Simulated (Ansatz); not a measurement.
Reactions of ClF3HNbO (`[OH][Nb]([F])([F])([F])[Cl]`).

Program: Ansatz. Geometries: PBE0-D4/def2-TZVP. ΔE: electronic, gas phase. CCSD(T)/CBS is the MP2 limit (def2-TZVPP, def2-QZVPP) plus CCSD(T) − MP2 in def2-TZVPP, frozen cores. This one scheme is used for every species. def2 core potentials past Kr. For Nb outer-core shells are correlated without core-valence functions, which leaves a few kJ/mol of doubt a bond. One conformer a species, not always the lowest.

Question: Order these by ΔE at CCSD(T)/CBS, lowest first. (Best estimate.)
A. `[OH][Nb]([F])([F])([F])[Cl]` + H–F → `[OH][Nb]([F])([F])([F])[F]` + HCl
B. `[OH][Nb]([F])([F])([F])[Cl]` + HCl → `[F][Nb]([F])([F])([Cl])[Cl]` + H₂O
C. `[OH][Nb]([F])([F])([F])[Cl]` + H–F → `[F][Nb]([F])([F])([F])[Cl]` + H₂O
D. `[OH][Nb]([F])([F])([F])[Cl]` + H₂O → `[OH][Nb]([OH])([F])([F])[F]` + HCl

Answer: C (-35.0 kJ/mol), A (-26.5 kJ/mol), B (-12.2 kJ/mol), D (+2.5 kJ/mol).

Largest T1 diagnostic: 0.021, for `[F][Nb]([F])([F])([Cl])[Cl]`.
